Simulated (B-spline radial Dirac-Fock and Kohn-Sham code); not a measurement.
The computed values come from an atomic code on a B-spline grid: the Dirac equation of a negative muon with reduced mass in the field of a spherical finite nucleus, with the Uehling potential to all orders; nuclear polarisation, deformation, hyperfine structure, self-energy, higher-order vacuum polarisation, relativistic recoil and electron screening are left out. The nuclear charge is a Fermi distribution (skin thickness 2.3 fm).

Question: A muonic atom of atomic mass 115.90 u emits these computed lines: 2p3/2 → 1s1/2 3466 keV, 3d5/2 → 2p3/2 982.4 keV, 4f7/2 → 3d5/2 345.3 keV, 5g9/2 → 4f7/2 159.2 keV. Which element is it, and what rms charge radius was used?

Answer: Tin (Z = 50, nuclide ¹¹⁶Sn); the high transitions hardly feel the nucleus and fix Z. The 2p → 1s line lies 2040 keV below the value for a point nucleus without QED, which for this nuclear model gives a radius near 4.62 fm (4.625 fm was used).
